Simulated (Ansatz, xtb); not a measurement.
## Relaxing a trial structure of CBNSe

The starting geometry of this gas-phase singlet was built from a drawn formula by distance geometry and a force field; its bonds are those of `[B]C1=N[Se]1`.

```
atom    x (Å)    y (Å)    z (Å)
   C  -4.2474   1.0418   0.8507
   B  -3.7728  -0.4164   1.1336
   N  -4.3228   2.3621   1.3095
  Se  -4.9379   2.1602  -0.2673
```

**Question.** Where would you expect an optimisation with r2SCAN-D4/def2-SVP to take it?

**Answer.** It rearranges to `N#CB=[Se]`. Distances that change by over a tenth: C1–N3 (1.40 → 1.17 Å). Contacts that open: C1–Se4 (1.73 → 3.22 Å), N3–Se4 (1.70 → 4.39 Å). Contacts that close: B2–Se4 (3.16 → 1.73 Å).

The energy falls by 8.01 eV over 21 steps:

```
step  E − E(last) (eV)
   1             8.012
   3             6.011
   5             5.952
   8             5.751
  10             4.650
  12             3.592
  14             1.854
  17             0.169
  19             0.000
  21             0.000
```

Final geometry (Å):

| atom | x (Å) | y (Å) | z (Å) |
| --- | --- | --- | --- |
| C | -4.0853 | 1.6687 | 1.5208 |
| B | -4.4795 | 1.0269 | 0.2364 |
| N | -3.7764 | 2.1723 | 2.5290 |
| Se | -4.9395 | 0.2797 | -1.2598 |

From the same start GFN2-xTB ends elsewhere, differing in C1–Se4 (2.10 against 3.22 Å here), N3–Se4 (1.87 against 4.39 Å here).

No frequencies were run, so the end isn't proven a minimum. Run with Ansatz 0.2.0, 53 s on 1 thread of Arm Neoverse V1, on a shared host.
